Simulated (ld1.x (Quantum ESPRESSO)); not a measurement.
## What one change does to a pseudopotential (Xe (Z = 54), TM)

* Element: xenon
* Generator: ld1.x (Quantum ESPRESSO) 7.5
* Type: norm-conserving Troullier–Martins (Kleinman–Bylander form)
* Functional: Wu–Cohen
* Relativity: scalar-relativistic
* Frozen core: [Kr]
* Valence charge: 18
* Reference configuration: 4d10 5s2 5p6
* Partial waves: 5s (bound): rc 1.35 bohr; 5p (bound): rc 2.10 bohr; 4d (bound): rc 1.05 bohr
* Local potential: the d channel
* Core correction: Bessel-smoothed model core, default radius (core density twice the valence density)

All-electron outer shells of the reference configuration (Wu–Cohen, scalar-relativistic, ld1.x):

```csv
shell,level (eV),outermost node (bohr),outermost maximum (bohr)
4s,-197.26,0.36,0.66
4p,-141.13,0.36,0.69
4d,-59.32,0.34,0.75
5s,-19.79,0.85,1.63
5p,-8.24,0.92,1.91
```

Change: local potential all-electron potential smoothed inside 1.15 bohr (lloc = -1).

Cutoffs: the cutoffs (Ry, on a coarse ladder) from which the occupation-weighted sum of valence levels, in a spherical-Bessel basis at the reference potential, stays within 10 and 1 mRy of its value at 400 Ry; they do not see the model core or the augmentation charge, which bear on the density cutoff. Errors are all-electron minus pseudo energies relative to the spin-unpolarised reference configuration.

Q: Predict the effect on cutoff, ghosts and configuration errors.

A: The potential gets neither clearly harder nor softer (140 Ry and 230 Ry → 140 Ry and 230 Ry); both files keep a bound ghost (p, s); the number of tests that count goes from 7 to 5; of the 5 tests that both files solve, the error grows in 4 and shrinks in 1 by more than 15 % and 0.3 meV (median size 1.8 → 5.3 meV).

```tsv
quantity	base	changed
cutoff, loose	140 Ry	140 Ry
cutoff, tight	230 Ry	230 Ry
loose cutoff by channel (10 mRy a level)	s 40 Ry, p 30 Ry, d 110 Ry	s 40 Ry, p 12 Ry, d 110 Ry
bound ghosts	s, p	s, p
tests counted (converged, no solver errors)	7 of 7	5 of 7
error for 4d10 5s2 5p5, meV [ΔE 12.55 eV]	-1.8	-3.5
error for 4d10 5s2 5p4, meV [ΔE 34.35 eV]	+0.7	-6.7
error for 4d10 5s2 5p3, meV [ΔE 66.14 eV]	+12	-5.3
error for 4d10 5s1 5p6, meV [ΔE 24.74 eV]	-4.3	-10
error for 4d10 5s2 5p5.5, meV [ΔE 5.18 eV]	-1.2	-1.6
s: phases at 2.29 bohr within 0.05 rad from the reference energy up to (Ry; the scan ends near 5)	2.2	2.4
p: phases at 2.29 bohr within 0.05 rad from the reference energy up to (Ry; the scan ends near 5)	4.2	4.8
d: phases at 2.29 bohr within 0.05 rad from the reference energy up to (Ry; the scan ends near 5)	to the end of the scan	to the end of the scan
```

Changed file: Tests not counted: 4d9 5s2 5p6 (solver errors, printed error -346 eV); 4d10 5s2 5p2 (solver errors, printed error -21.7 eV). A true bound ghost makes a file unfit for plane-wave use even where its test errors are small: the radial tests pick states by their node count and pass the ghost by. Where a test does run into it, the solver fails or the error is huge.
